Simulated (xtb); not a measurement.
diisopropyl selenide (C₆H₁₄Se), singlet, from a rough starting geometry; GFN2-xTB (xtb).

xtb was given this input:
```
$ xtb mol.xyz --gfn 2 --opt vtight --json

# file mol.xyz
21

C      1.98695205     1.01054749     0.24079368
C      1.43147869    -0.34972616     0.30996336
C      2.60175489    -1.32390600    -0.04001402
Se     0.04815749    -0.67544070    -0.98836116
C     -1.53234503     0.00427432     0.09112454
C     -1.78646087     1.48509272    -0.23433389
C     -2.72838605    -0.96236516    -0.23045270
H      2.42005264     1.26362544    -0.74475152
H      2.82138943     1.20448585     0.94947362
H      1.20209689     1.76838282     0.45937761
H      1.04526575    -0.64450726     1.28662938
H      2.22466842    -2.36555482    -0.00187169
H      3.46099360    -1.28821808     0.60650698
H      2.96342700    -1.16450078    -1.06549501
H     -1.19707049    -0.12589640     1.10264515
H     -1.04236560     2.11075342    -0.04462298
H     -2.14134459     1.55759735    -1.29871969
H     -2.71234678     1.78183010     0.34874285
H     -2.53276336    -1.92984387     0.00559422
H     -3.11499157    -0.78422948    -1.23168432
H     -3.54169057    -0.69165070     0.43796366
```

Problem. What does xtb print? Leave out banner, timings and long lists.

Solution. 
```
   ID    Z sym.   atoms
    1    6 C      1-3, 5-7
    2   34 Se     4
    3    1 H      8-21

           -------------------------------------------------
          |                Calculation Setup                |
           -------------------------------------------------

           -------------------------------------------------
          |                 G F N 2 - x T B                 |
           -------------------------------------------------

          ...................................................
          :                      SETUP                      :
          :.................................................:
          :  # basis functions                  48          :
          :  # atomic orbitals                  47          :
          :  # shells                           29          :
          :  # electrons                        44          :
          :  max. iterations                   250          :
          :  Hamiltonian                  GFN2-xTB          :
          :  restarted?                      false          :
          :  GBSA solvation                  false          :
          :  PC potential                    false          :
          :  electronic temp.          300.0000000     K    :
          :  accuracy                    1.0000000          :
          :  -> integral cutoff          0.2500000E+02      :
          :  -> integral neglect         0.1000000E-07      :
          :  -> SCF convergence          0.1000000E-05 Eh   :
          :  -> wf. convergence          0.1000000E-03 e    :
          :  Broyden damping             0.4000000          :
          :  net charge                          0          :
          :  unpaired electrons                  0          :
          ...................................................

 iter      E             dE          RMSdq      gap      omega  full diag
   1    -23.3668264 -0.233668E+02  0.374E+00    4.69       0.0  T
   2    -23.4408553 -0.740289E-01  0.288E+00    4.01       1.0  T
   3    -23.4454754 -0.462008E-02  0.137E+00    4.06       1.0  T
   4    -23.4455881 -0.112711E-03  0.429E-01    3.90       1.0  T
   5    -23.4461537 -0.565603E-03  0.213E-01    3.94       1.0  T
   6    -23.4461595 -0.575687E-05  0.760E-02    3.92       1.0  T
   7    -23.4461806 -0.210817E-04  0.331E-02    3.92       1.0  T
   8    -23.4461811 -0.559509E-06  0.831E-03    3.92       2.6  T
   9    -23.4461812 -0.708864E-07  0.467E-03    3.92       4.7  T
  10    -23.4461812 -0.181249E-07  0.668E-04    3.92      32.6  T
  11    -23.4461812 -0.205102E-09  0.347E-04    3.92      62.9  T

   *** convergence criteria satisfied after 11 iterations ***

         :::::::::::::::::::::::::::::::::::::::::::::::::::::
         ::                     SUMMARY                     ::
         :::::::::::::::::::::::::::::::::::::::::::::::::::::
         :: total energy             -23.129970210586 Eh    ::
         :: gradient norm              0.193284763025 Eh/a0 ::
         :: HOMO-LUMO gap              3.922872186763 eV    ::
         ::.................................................::
         :: SCC energy               -23.446125060310 Eh    ::
         :: -> isotropic ES            0.005648834133 Eh    ::
         :: -> anisotropic ES          0.005481652984 Eh    ::
         :: -> anisotropic XC          0.013871953433 Eh    ::
         :: -> dispersion             -0.014569316896 Eh    ::
         :: repulsion energy           0.316154849724 Eh    ::
         :: add. restraining           0.000000000000 Eh    ::
         :: total charge               0.000000000000 e     ::
         :::::::::::::::::::::::::::::::::::::::::::::::::::::

      -----------------------------------------------------------
     |                   =====================                   |
     |                        A N C O P T                        |
     |                   =====================                   |
     |               Approximate Normal Coordinate               |
     |                Rational Function Optimizer                |
      -----------------------------------------------------------
      -----------------------------------------------------------
     |                   =====================                   |
     |                        A N C O P T                        |
     |                   =====================                   |
     |               Approximate Normal Coordinate               |
     |                Rational Function Optimizer                |
      -----------------------------------------------------------

          ...................................................
          :                      SETUP                      :
          :.................................................:
          :   optimization level         verytight          :
          :   max. optcycles                   420          :
          :   ANC micro-cycles                  20          :
          :   degrees of freedom                57          :
          :.................................................:
          :   RF solver                   davidson          :
          :   write xtbopt.log                true          :
          :   linear?                        false          :
          :   energy convergence         0.1000000E-06 Eh   :
          :   grad. convergence          0.2000000E-03 Eh/α :
          :   maxmium RF displ.          1.0000000          :
          :   Hlow (freq-cutoff)         0.1000000E-01      :
          :   Hmax (freq-cutoff)         5.0000000          :
          :   S6 in model hess.         20.0000000          :
          ...................................................

generating ANC from exact Hessian ...
Using Lindh-Hessian (1995)
 Shifting diagonal of input Hessian by    9.6218392189442448E-003
 Lowest  eigenvalues of input Hessian
    0.000000    0.000000    0.000000    0.000000    0.000000    0.000000
[...]
 * total energy  :   -23.1563977 Eh     change       -0.9236574E-06 Eh
 * total energy  :   -23.1563986 Eh     change       -0.8640199E-06 Eh
 * total energy  :   -23.1563994 Eh     change       -0.7964538E-06 Eh
 * total energy  :   -23.1564001 Eh     change       -0.7327585E-06 Eh
 * total energy  :   -23.1564008 Eh     change       -0.6726129E-06 Eh
 * total energy  :   -23.1564014 Eh     change       -0.6162562E-06 Eh
 * total energy  :   -23.1564019 Eh     change       -0.5637047E-06 Eh
 * total energy  :   -23.1564025 Eh     change       -0.5149491E-06 Eh
 * total energy  :   -23.1564029 Eh     change       -0.4699483E-06 Eh
 * total energy  :   -23.1564034 Eh     change       -0.4285911E-06 Eh
 * total energy  :   -23.1564037 Eh     change       -0.3908490E-06 Eh
 * total energy  :   -23.1564038 Eh     change       -0.3497412E-08 Eh
   *** GEOMETRY OPTIMIZATION CONVERGED AFTER 94 ITERATIONS ***
         :: total energy             -23.156403753095 Eh    ::
[...]
        11        2.0000           -0.4978442             -13.5470
        12        2.0000           -0.4896533             -13.3241
        13        2.0000           -0.4867241             -13.2444
        14        2.0000           -0.4708210             -12.8117
        15        2.0000           -0.4693077             -12.7705
        16        2.0000           -0.4529101             -12.3243
        17        2.0000           -0.4506261             -12.2622
        18        2.0000           -0.4477108             -12.1828
        19        2.0000           -0.4419630             -12.0264
        20        2.0000           -0.4182989             -11.3825
        21        2.0000           -0.4072892             -11.0829
        22        2.0000           -0.3482005              -9.4750 (HOMO)
        23                         -0.2074793              -5.6458 (LUMO)
        24                         -0.1635206              -4.4496
        25                          0.0360545               0.9811
        26                          0.0558387               1.5194
        27                          0.0625422               1.7019
        28                          0.0948714               2.5816
        29                          0.1012261               2.7545
        30                          0.1104629               3.0058
        31                          0.1372169               3.7339
        32                          0.1444961               3.9319
        33                          0.1562596               4.2520
       ...                                ...                  ...
        47                          0.6500979              17.6901
      -------------------------------------------------------------
                  HL-Gap            0.1407212 Eh            3.8292 eV
             Fermi-level           -0.2778399 Eh           -7.5604 eV

     #   Z          covCN         q      C6AA      α(0)
     1   6 C        3.779    -0.100    22.434     6.748
     2   6 C        3.833     0.029    20.063     6.373
     3   6 C        3.794    -0.102    22.445     6.746
     4  34 Se       2.045    -0.241   243.972    27.217
     5   6 C        3.832     0.029    20.071     6.374
     6   6 C        3.781    -0.101    22.441     6.748
     7   6 C        3.786    -0.101    22.451     6.749
     8   1 H        0.925     0.048     2.343     2.394
     9   1 H        0.925     0.037     2.490     2.467
    10   1 H        0.925     0.039     2.469     2.457
    11   1 H        0.924     0.035     2.522     2.483
    12   1 H        0.925     0.049     2.327     2.386
    13   1 H        0.925     0.040     2.445     2.445
    14   1 H        0.925     0.050     2.326     2.385
    15   1 H        0.924     0.034     2.537     2.491
    16   1 H        0.925     0.043     2.409     2.427
    17   1 H        0.925     0.047     2.354     2.400
    18   1 H        0.925     0.035     2.511     2.478
    19   1 H        0.925     0.046     2.370     2.408
    20   1 H        0.925     0.047     2.354     2.399
    21   1 H        0.925     0.037     2.483     2.464

 Mol. C6AA /au·bohr⁶  :       4241.095356
 Mol. C8AA /au·bohr⁸  :     126958.888743
 Mol. α(0) /au        :        101.039438

Wiberg/Mayer (AO) data.
largest (>0.10) Wiberg bond orders for each atom

 ---------------------------------------------------------------------------
     #   Z sym  total        # sym  WBO       # sym  WBO       # sym  WBO
 ---------------------------------------------------------------------------
     1   6 C    3.996 --     2 C    1.020     8 H    0.984    10 H    0.982
                             9 H    0.977
     2   6 C    3.982 --     1 C    1.020     3 C    1.018     4 Se   0.971
                            11 H    0.958
     3   6 C    3.995 --     2 C    1.018    12 H    0.980    14 H    0.980
                            13 H    0.979
     4  34 Se   2.153 --     2 C    0.971     5 C    0.968
     5   6 C    3.982 --     6 C    1.020     7 C    1.019     4 Se   0.968
                            15 H    0.957
     6   6 C    3.996 --     5 C    1.020    17 H    0.983    16 H    0.983
                            18 H    0.978
     7   6 C    3.996 --     5 C    1.019    19 H    0.983    20 H    0.981
                            21 H    0.978
     8   1 H    0.998 --     1 C    0.984
     9   1 H    0.999 --     1 C    0.977
    10   1 H    0.999 --     1 C    0.982
    11   1 H    0.999 --     2 C    0.958
    12   1 H    0.998 --     3 C    0.980
    13   1 H    0.998 --     3 C    0.979
    14   1 H    0.998 --     3 C    0.980
    15   1 H    0.999 --     5 C    0.957
    16   1 H    0.998 --     6 C    0.983
    17   1 H    0.998 --     6 C    0.983
    18   1 H    0.999 --     6 C    0.978
    19   1 H    0.998 --     7 C    0.983
    20   1 H    0.998 --     7 C    0.981
    21   1 H    0.998 --     7 C    0.978
 ---------------------------------------------------------------------------

Topologies differ in total number of bonds
Writing topology from bond orders to xtbtopo.mol

molecular dipole:
                 x           y           z       tot (Debye)
 q only:        0.058       0.256       0.508
   full:        0.028       0.441       0.878       2.498
molecular quadrupole (traceless):
                xx          xy          yy          xz          yz          zz
 q only:        4.112      -0.708      -0.829       0.093      -1.169      -3.283
  q+dip:        4.854      -0.640      -1.653       0.318      -2.492      -3.201
   full:        5.726      -0.989      -2.169       0.412      -1.801      -3.558

optimized geometry written to: xtbopt.xyz

           -------------------------------------------------
          | TOTAL ENERGY              -23.156403753095 Eh   |
          | GRADIENT NORM               0.000050059499 Eh/α |
          | HOMO-LUMO GAP               3.829219047264 eV   |
           -------------------------------------------------
```
